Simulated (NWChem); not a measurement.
System meant: CH5ClOSi2; SMILES [Si@H]1(Cl)C[SiH2]O1

The following NWChem deck was run.

```
start job
memory heap 200 mb stack 900 mb global 1100 mb
geometry units angstroms noautoz
  Cl    -0.061859    -2.165740    -0.408795
  Si     0.125714    -0.414970     0.664366
  C      1.345144     0.818756    -0.078020
  Si    -0.220933     1.857630    -0.353638
  O     -1.161287     0.632989     0.374912
  H      0.248838    -0.787734     2.094831
  H      2.078860     1.238197     0.627378
  H      1.867591     0.474181    -0.982531
  H     -0.611937     2.094768    -1.771198
  H     -0.292087     3.131452     0.415942
end
basis spherical
  * library def2-svp
end
dft
  xc xpbe96 cpbe96
  iterations 4
  mulliken
end
task dft energy
```

End of the output:

```
    Atom       Charge   Shell Charges
 -----------   ------   -------------------------------------------------------
    1 Cl  17    17.04   2.00  1.96  1.05  0.79  5.82  2.26  3.14  0.02
    2 Si  14    13.59   2.00  1.93  0.66  0.32  5.81  1.25  1.00  0.63
    3 C    6     6.38   1.96  0.62  0.36  1.90  1.51  0.04
    4 Si  14    13.47   2.00  1.93  0.65  0.33  5.81  1.27  1.01  0.47
    5 O    8     8.34   1.97  0.94  0.64  2.70  2.07  0.01
    6 H    1     1.09   0.65  0.42  0.03
    7 H    1     0.95   0.61  0.26  0.07
    8 H    1     0.95   0.61  0.26  0.07
    9 H    1     1.09   0.65  0.42  0.02
   10 H    1     1.09   0.65  0.42  0.02

 center of mass
 --------------
 x =  -0.05296695 y =  -0.12491848 z =  -0.01431009

 moments of inertia (a.u.)
 ------------------
        1174.831593039607          -0.000000000000          -0.000000000000
          -0.000000000000         308.617221176710          -0.000000000000
          -0.000000000000          -0.000000000000        1248.305262544829

     Multipole analysis of the density
     ---------------------------------

     L   x y z        total         alpha         beta         nuclear
     -   - - -        -----         -----         ----         -------
     0   0 0 0     -0.000000    -32.000000    -32.000000     64.000000

     1   1 0 0      0.713687      0.356843      0.356843      0.000000
     1   0 1 0      0.499699      0.249850      0.249850     -0.000000
     1   0 0 1      0.078660      0.039330      0.039330     -0.000000

     2   2 0 0    -38.843424    -74.614104    -74.614104    110.384784
     2   1 1 0      0.897737     -1.082563     -1.082563      3.062863
     2   1 0 1      0.359228     -0.479817     -0.479817      1.318862
     2   0 2 0    -38.550482   -294.708712   -294.708712    550.866942
     2   0 1 1     -0.593209      3.745753      3.745753     -8.084715
     2   0 0 2    -37.698830    -56.378908    -56.378908     75.058986

 ------------------------------------------------------------------------
 dft energy failed                                                                                  0
 ------------------------------------------------------------------------
 ------------------------------------------------------------------------
  current input line :
    23: task dft energy
 ------------------------------------------------------------------------
 ------------------------------------------------------------------------
 This type of error is most commonly associated with calculations not reaching convergence criteria
 ------------------------------------------------------------------------
 For more information see the NWChem manual at https://nwchemgit.github.io

0:dft energy failed:Received an Error in Communication
```

### Question
Can this run be used? If not, why, and what is the fix?

### Answer
The run did not converge; its last values are not results. Cause: the SCF was allowed too few iterations. This input runs:
```
start job
memory heap 200 mb stack 900 mb global 1100 mb
geometry units angstroms noautoz
  Cl    -0.061859    -2.165740    -0.408795
  Si     0.125714    -0.414970     0.664366
  C      1.345144     0.818756    -0.078020
  Si    -0.220933     1.857630    -0.353638
  O     -1.161287     0.632989     0.374912
  H      0.248838    -0.787734     2.094831
  H      2.078860     1.238197     0.627378
  H      1.867591     0.474181    -0.982531
  H     -0.611937     2.094768    -1.771198
  H     -0.292087     3.131452     0.415942
end
basis spherical
  Cl library def2-svp
  Si library def2-svp
  C library def2-svp
  O library def2-svp
  H library def2-svp
end
dft
  xc xpbe96 cpbe96
  iterations 150
  mulliken
end
task dft energy
```
It converges to -1154.60176 Ha (PBE/def2-SVP).
